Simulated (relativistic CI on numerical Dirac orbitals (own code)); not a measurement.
What each ingredient does to the levels of S

Base calculation: Dirac-Coulomb-Breit CI, separate exchange-only KLI orbitals for each configuration, QED by a radiative potential, valence Slater integrals scaled by 0.85, P86 correlation energy added to each configuration.

CI space (outside the closed core [Ne]): 3s2 3p4, 3s2 3p3 4s, 3s2 3p3 4p, 3s2 3p3 3d, 3s2 3p3 5s, 3s 3p5, 3s2 3p3 5p, 3s2 3p3 4d, 3s2 3p3 6s, 3s2 3p3 4f, 3p6, 3s2 3p3 5d, 3s2 3p3 5f, 3s2 3p3 5g, 3s2 3p2 3d2, 3s2 3p 3d2 4s, 3s2 3p 3d2 4p, 3s2 3p 3d3, 3s2 3p 3d2 5s, 3s2 3p 3d2 5p, 3s2 3p2 4s2, 3s2 3p 4s2 4p, 3s2 3p 3d 4s2, 3s2 3p 4s2 5s, 3s2 3p 4s2 5p. Double excitations out of closed p, d and f shells are left out; levels of such configurations are missing from the list, as are those of other unlisted configurations, and high levels can miss mixing partners. These lack a partner that the ground configuration has and come out too high: 3s2 3p3 4d, 3s2 3p3 6s, 3s2 3p3 4f, 3s2 3p3 5d, 3s2 3p3 5f.

The lowest level and the first level of each name with at least 55 % of one term (blank where a level has no safe partner in the second run):

```csv
Level,Base (cm⁻¹),Shift (cm⁻¹)
3s2 3p4 3P_2,0.0,0.0
3s2 3p4 3P_1,396.0,-2.0
3s2 3p4 3P_0,571.5,-0.6
3s2 3p4 1D_2,10025.1,+1694.0
3s2 3p4 1S_0,18285.5,+1892.7
3s2 3p3 4s 5S°_2,51814.0,-2082.2
3s2 3p3 4s 3S°_1,54734.2,-1546.2
3s2 3p3 4p 5P_1,61871.9,-2072.5
3s2 3p3 4p 5P_2,61881.5,-2072.3
3s2 3p3 4p 5P_3,61896.7,-2072.1
3s2 3p3 4p 3P_1,63319.5,-1805.2
3s2 3p3 4p 3P_0,63320.2,-1805.8
3s2 3p3 4p 3P_2,63325.3,-1804.8
3s2 3p3 4s 3D°_1,68210.3,+971.8
3s2 3p3 4s 3D°_2,68220.3,+960.7
3s2 3p3 4s 3D°_3,68239.9,+944.5
3s2 3p3 3d 5D°_4,68395.3,-1774.3
3s2 3p3 3d 5D°_3,68399.3,-1775.8
3s2 3p3 3d 5D°_2,68401.0,-1775.6
3s2 3p3 3d 5D°_1,68401.6,-1775.1
3s2 3p3 3d 5D°_0,68401.8,-1774.7
3s2 3p3 5s 5S°_2,69289.9,-2100.8
```

Correlation outside the listed configurations is missing or only estimated: errors of thousands of cm⁻¹ between configurations and terms are usual at this charge. Rates and lifetimes follow the computed energies and can be off by large factors. The fine structure of a lone outer electron comes out too small, for d and f at times inverted, and misplaced configurations move strength between like terms. 65 of the 68 excited levels that our extract of the measured tables holds in this range could be paired (the sources list more); they are missed by 937 cm⁻¹ on average and 3894 at most, and levels without a partner can miss by more.

**Question.** One thing was changed in a second run, which moved the levels as shown. Which?
A. QED terms removed
B. valence Slater integrals scaled by 0.75
C. Slater integrals left unscaled
D. Breit term removed
E. configuration mixing switched off
F. one mean potential for all configurations

**Answer.** C. Slater integrals left unscaled. Scaling acts on the splittings between terms and on the mixing, and leaves the fine structure of pure LS terms nearly alone; in jj coupling it moves the levels of one term differently.
